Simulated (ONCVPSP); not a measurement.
barium (Ba): excitation energies, all-electron against ONCV

ONCVPSP 4.0.1 input, shortened (lines: element, Z, core and valence counts, functional; n l f; lmax; l rc ep ncon nbas qcut; lloc lpopt rc5 dvloc0; l nproj debl; icmod fcfact rcfact), PBE, scalar-relativistic:

```
  Ba 56.00    9    2        4      upf
    1    0    2.00
    2    0    2.00
    2    1    6.00
    3    0    2.00
    3    1    6.00
    3    2   10.00
    4    0    2.00
    4    1    6.00
    4    2   10.00
    5    0    2.00
    5    1    6.00
    2
    0    1.70    0.00    4    8    4.20
    1    1.80    0.00    4    8    4.50
    2    1.90    0.39    4    7    5.50
    4    2    1.40    4.00
    0    1    0.40
    1    1    2.30
    2    2    0.50
    3    1.75    1.45
```

In the d channel the program set the typed energies aside and used 0.050, 0.550 Ha.

Energies are relative to the spin-unpolarised reference configuration 5s2 5p6; without spin polarisation the order of configurations can differ from experiment.

```json
{"valence configuration": "5s2 5p6 6s1", "charge": "+1", "ΔE all-electron (eV)": "-9.981", "error AE − PS (meV)": "+94"}
{"valence configuration": "5s2 5p6 6s1.5", "charge": "+0.5", "ΔE all-electron (eV)": "-13.207", "error AE − PS (meV)": "+116"}
```

Task: What are ΔE and the potential's error for 5s2 5p6 6p1?

Result: ΔE = -7.382 eV all-electron; the error (AE − PS) is +24 meV.

Task: What are ΔE and the potential's error for 5s2 5p6 6s2?

Result: ΔE = -15.344 eV all-electron; the error (AE − PS) is +126 meV.
